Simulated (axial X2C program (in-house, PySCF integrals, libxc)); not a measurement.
**Which molecule has these constants?**

All values come from calculations with an axial X2C code built on PySCF integrals, spin-free (one-electron X2C) or two-component (2c: spin–orbit coupling with atomic mean-field Coulomb and Gaunt terms, which also bring small scalar terms), in Dyall basis sets with cores contracted in-house; open shells are unrestricted.

A two-component PBE0 calculation in a Dyall 3-zeta basis gave Re = 2.525 Å, ωe = 264.1 cm⁻¹, dipole magnitude 2.42 D, Ω = 0.

Question: Which molecule is it?
A. SiTe
B. SnTe
C. TeC
D. GeTe

Answer: B. The others have TeC 1.885 Å and 898.6 cm⁻¹ (Ω = 0); SiTe 2.276 Å and 491.6 cm⁻¹ (Ω = 0); GeTe 2.340 Å and 329.7 cm⁻¹ (Ω = 0).

Each entry is the lowest single determinant of a limited PBE0 search at one distance. De goes to single-determinant-based atoms at the same level (for ions the charge split of lowest energy) and is withheld (n/a) where an atom does not fit its ground term or J level. Main or longest-lived isotopes. Some light 2c atoms are not at their ground J level, so De misses part of their lowering (0.04 eV or less). The functionals have no current term, which raises determinants with orbital currents.
